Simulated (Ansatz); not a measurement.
C$_{2}$H$_{4}$Cl$_{2}$O$_{2}$Si (SMILES CC(=O)O[SiH](Cl)Cl), singlet, geometry from GFN2-xTB; SC-NEVPT2/STO-3G, CASSCF(6,6) (Ansatz, a program for electronic structure).

Ansatz was given this input:
Ansatz 0.2 input:
```yaml
crystal:
  periodic: [false, false, false]
  atoms:
    - {symbol: Si, position_ang: [0.76617362, -0.00272605, -0.35464102]}
    - {symbol: Cl, position_ang: [1.50422019, -0.35031871, 1.47022494]}
    - {symbol: Cl, position_ang: [1.22077253, 1.82595464, -1.01154077]}
    - {symbol: O, position_ang: [-0.87748514, 0.10278226, -0.24533170]}
    - {symbol: C, position_ang: [-1.75444620, -0.89900119, -0.05806076]}
    - {symbol: C, position_ang: [-3.15313146, -0.38918652, 0.10551607]}
    - {symbol: O, position_ang: [-1.41113377, -2.04448310, -0.03688090]}
    - {symbol: H, position_ang: [1.16451539, -1.02510483, -1.29847642]}
    - {symbol: H, position_ang: [-3.84120879, -1.22205225, 0.21152428]}
    - {symbol: H, position_ang: [-3.20004172, 0.24791295, 0.98635257]}
    - {symbol: H, position_ang: [-3.42015420, 0.21433090, -0.75908786]}
basis:
  gaussian:
    orbitals: STO-3G
magnetization: {spin_polarized: false}
correlation: {method: sc_nevpt2, electrons: all, active_space: {window: {electrons: 6, orbitals: 6}}}
```

The log (banner, timings and long lists left out):

```
Functional definition: HF
638 factors; integrals over basis functions are off by at most 3.2e-5 eV
mean field evaluation 1: about -38626.3090 eV, gradient 4.1e1 eV
mean field evaluation 2: about -38626.5086 eV, gradient 4.1e1 eV
mean field evaluation 4: about -38632.5385 eV, gradient 3.6e0 eV
mean field evaluation 8: about -38632.6091 eV, gradient 2.2e-1 eV
mean field -38632.60935809 eV, -1419.7222077867 hartree, gradient 2.6e-6 eV, S^2 0.000000; 0 other end points of the search recorded, 0 dependent functions left out; unrestricted orbitals would lower it
reference -38632.60935809 eV, -1419.7222077867 hartree; 40, 40 occupied and 11, 11 virtual orbitals, 638 factors
state -38635.09547557 eV, -1419.8135709191 hartree
state -38635.09547557 eV, -1419.8135709191 hartree; corrected -38639.37052883 eV, -1419.9706762286 hartree
Total energy: -38639.37052883 eV, -1419.9706762286 hartree
```
